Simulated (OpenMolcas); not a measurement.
# OpenMolcas run: F+

Input:

```
&GATEWAY
Coord
1

F 0.0 0.0 0.0
Basis=ANO-L-VTZP
Group=XYZ
NoMove
AngMom=0.0 0.0 0.0
AMFI
&SEWARD
&RASSCF
FileOrb=start.orb
Symmetry=1
Spin=3
nActEl=6 0 0
Inactive=1 0
Ras2=1 3
CIRoot=3 3 1
SDav=3
CIMx=300
Iter=120 100
PrWF=0.3
OrbListing=Nothing
MaxOrb=0
Atom
>>> COPY $Project.JobIph JOB001
&RASSCF
FileOrb=start.orb
Symmetry=1
Spin=1
nActEl=6 0 0
Inactive=1 0
Ras2=1 3
CIRoot=6 6 1
SDav=7
CIMx=300
Iter=120 100
PrWF=0.3
OrbListing=Nothing
MaxOrb=0
Atom
>>> COPY $Project.JobIph JOB002
&RASSCF
FileOrb=start.orb
Symmetry=2
Spin=3
nActEl=6 0 0
Inactive=1 0
Ras2=1 3
CIRoot=3 3 1
SDav=3
CIMx=300
Iter=120 100
PrWF=0.3
OrbListing=Nothing
MaxOrb=0
Atom
>>> COPY $Project.JobIph JOB003
&RASSCF
FileOrb=start.orb
Symmetry=2
Spin=1
nActEl=6 0 0
Inactive=1 0
Ras2=1 3
CIRoot=3 3 1
SDav=3
CIMx=300
Iter=120 100
PrWF=0.3
OrbListing=Nothing
MaxOrb=0
Atom
>>> COPY $Project.JobIph JOB004
&RASSI
NrOfJobIphs=4 3 6 3 3
1 2 3
1 2 3 4 5 6
1 2 3
1 2 3
IphNames
JOB001
JOB002
JOB003
JOB004
EJob
SpinOrbit
DIPRint=1.0
SOCoupling=1000.0
Subsets=2
MEES
Property=10
'ANGMOM' 1 'ANGMOM' 2 'ANGMOM' 3 'MLTPL  1' 1 'MLTPL  1' 2 'MLTPL  1' 3
'AMFI' 1 'AMFI' 2 'AMFI' 3 'MLTPL  2' 6
SOProperty=3
'ANGMOM' 1 'ANGMOM' 2 'ANGMOM' 3
```

A driver script runs the steps one by one and writes start.orb anew before each from the orbitals found so far.

Output, cut to the results:

```
--- SEWARD ---
Basis set label: F.ANO-L...4S3P2D1F.

      Electronic valence basis set:
      ------------------
      Associated Effective Charge   9.000000 au
      Associated Actual Charge      9.000000 au
      Nuclear Model: Point charge

      Shell  nPrim  nBasis  Cartesian Spherical Contaminant
         s      14       4        X
         p       9       3        X
         d       4       2                 X
         f       3       1                 X
                  Atomic mean-field integrals
--- RASSCF ---
Wave function specifications:
      -----------------------------

      Number of closed shell electrons           2
      Number of electrons in active shells       6
      Max number of holes in RAS1 space          0
      Max nr of electrons in RAS3 space          0
      Number of inactive orbitals                1
      Number of active orbitals                  4
      Number of secondary orbitals              25
      Spin quantum number                      1.0
      State symmetry                             1
Orbital specifications:
      -----------------------

      Symmetry species                           1   2
                                                ag  au
      Frozen orbitals                            0   0
      Inactive orbitals                          1   0
      Active orbitals                            1   3
      RAS1 orbitals                              0   0
      RAS2 orbitals                              1   3
      RAS3 orbitals                              0   0
      Secondary orbitals                        12  13
      Deleted orbitals                           0   0
      Number of basis functions                 14  16
      Number of CSFs                             3
      Number of root(s) required                 3
      Iter CI   SX   CI       RASSCF       Energy    max ROT     max BLB   max BLB  Level Ln srch  Step   QN
          iter iter root      energy       change     param      element    value   shift minimum  type update
 Nr of preliminary CI iterations:   1
 ###############################################################################
 ###############################################################################
 ###                                                                         ###
 ###                                                                         ###
 ###    WARNING: Problems in orbital optimization.                           ###
 ###                                                                         ###
 ###                                                                         ###
 ###############################################################################
 ###############################################################################
  Warning: In symmetry  1, orbital p=   2 has diagonal density matrix element D(p,p) close to two. (2 - D(p,p))=  2.220446E-16
        1   1    3    0   -98.83051691    0.00E+00  -2.35E-07    2   4 1 -1.76E-06   0.50   0.00    SX    NO
        ...
 ###############################################################################
 ###############################################################################
  Warning: In symmetry  1, orbital p=   2 has diagonal density matrix element D(p,p) close to two. (2 - D(p,p))=  0.000000E+00
        4   1    1    0   -98.83051691   -1.42E-14   0.00E+00    2   4 1 -5.06E-08   0.50   0.00    SX    NO
      Convergence after  4 iterations
        5   1    1    0   -98.83051691    4.26E-14   0.00E+00    2   4 1 -5.06E-08   0.50   0.00    SX    NO
      Natural orbitals and occupation numbers for root  1
      sym 1:   2.000000
      sym 2:   2.000000   1.000000   1.000000
      Natural orbitals and occupation numbers for root  2
      sym 1:   2.000000
      sym 2:   1.000000   2.000000   1.000000
      Natural orbitals and occupation numbers for root  3
      sym 1:   2.000000
      sym 2:   1.000000   1.000000   2.000000
::    RASSCF root number  1 Total energy:    -98.83051691
::    RASSCF root number  2 Total energy:    -98.83051691
::    RASSCF root number  3 Total energy:    -98.83051691
--- RASSCF ---
Wave function specifications:
      -----------------------------

      Number of closed shell electrons           2
      Number of electrons in active shells       6
      Max number of holes in RAS1 space          0
      Max nr of electrons in RAS3 space          0
      Number of inactive orbitals                1
...
--- RASSI ---
SPIN-FREE ENERGIES:
  (Shifted by EMIN (a.u.) =        -98.8305169141)

 SF State       Relative EMIN(au)   Rel lowest level(eV)    D:o, cm**(-1)      L_eff

     1             0.0000000000        0.0000000000              0.0000         1.0
     2             0.0000000000        0.0000000000              0.0000         1.0
     3             0.0000000000        0.0000000000              0.0000         1.0
     4             0.1029967852        2.8026853046          22605.1815         2.0
     5             0.1029967852        2.8026853046          22605.1815         2.0
     6             0.1029967852        2.8026853046          22605.1815         2.0
     7             0.1029967852        2.8026853046          22605.1815         2.0
     8             0.1029967852        2.8026853046          22605.1815         2.0
     9             0.1919367566        5.2228652183          42125.2489         0.0
    10             0.7980532069       21.7161340580         175152.4334         1.0
    11             0.7980532069       21.7161340580         175152.4334         1.0
    12             0.7980532069       21.7161340580         175152.4334         1.0
    13             1.1787927848       32.0765857703         258715.1119         1.0
    14             1.1787927848       32.0765857703         258715.1119         1.0
    15             1.1787927848       32.0765857703         258715.1119         1.0
     Dipole printing threshold changed to   1.00000000E+00

++ Dipole transition strengths (spin-free states):
   -----------------------------------------------
     for osc. strength at least  1.00000000E+00

  ( Max oscillator strength is only   0.16188557598298114      )
--
Eigenvalues of complex Hamiltonian:
   -----------------------------------
  (Shifted by EMIN (a.u.) =        -98.8305169141)

 SO State       Relative EMIN(au)   Rel lowest level(eV)    D:o, cm**(-1)     J-value

...
```

The J values that RASSI prints are effective ones from its own formula and need not be integers or half-integers; the table below assigns J from the states.

Levels above the lowest, from the spin-orbit matrix, grouped by J:

```tsv
Configuration	Term	J	E (eV)	Measured (eV)	g	Term weight %
2s2 2p4	3P	2	0.0000	0.0000	1.501	100
2s2 2p4	3P	1	0.0398	0.0423	1.501	100
2s2 2p4	3P	0	0.0589	0.0607		100
2s2 2p4	1D	2	2.8230	2.5880	1.000	100
2s2 2p4	1S	0	5.2435	5.5691		100
2s 2p5	3P*	2	21.7168	20.4323	1.501	100
2s 2p5	3P*	1	21.7554	20.4706	1.501	100
2s 2p5	3P*	0	21.7748	20.4920		100
2s 2p5	1P*	1	32.0967		1.000	100
```

Against the 7 measured excited levels shown (NIST Handbook of Basic Atomic Spectroscopic Data) the mean absolute deviation is 5100 cm-1; the largest miss in energy is 2s 2p5 3P* 1: computed 21.7554, measured 20.4706 eV (+6.3 %), and the largest in proportion 2s2 2p4 1D2 (+9.1 %).

Without dynamic correlation excited terms often stand tens of per cent too high (terms of higher spin than the ground term too low), and those without a measured partner can miss by more than the paired ones. Measured partners are found by configuration, term and J. A level has none where our copy of the source lacks it or the pairing is in doubt (some pairs that miss far off the trend of their configuration count as doubtful), and it then counts in no deviation. Levels of configurations outside the active space are missing. The first state left out of the spin-orbit step lies near 430000 cm-1 above the lowest spin-free state of the reference (among the parities and spins computed), and the list stops at four fifths of that energy or lower.

The term weight is that of the spin-free term in the level, not the purity of its configuration. * marks odd parity.
